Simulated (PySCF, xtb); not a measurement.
H₈NSi₂, SMILES [NH2+]([SiH3])[SiH3], charge +1.

Harmonic wavenumbers (cm⁻¹) from xtb with GFN2-xTB at its own minimum, in rising order: 89, 134, 167, 446, 489, 505, 524, 592, 605, 668, 715, 716, 730, 743, 781, 787, 960, 1108, 1475, 2339, 2342, 2353, 2363, 2365, 2373, 3313, 3331.

Task: What does PBE0-D3(BJ)/def2-SVP (PySCF) give at its own minimum? (The exact figures need the calculation; the answer reports its results.)

Result: 41, 139, 176, 509, 516, 581, 605, 676, 754, 848, 899, 915, 918, 925, 925, 934, 1093, 1149, 1569, 2293, 2294, 2326, 2329, 2330, 2330, 3444, 3506. Paired by order, the mean absolute difference is 95 cm⁻¹ and the zero-point energies are 47.2 and 50.1 kcal/mol.
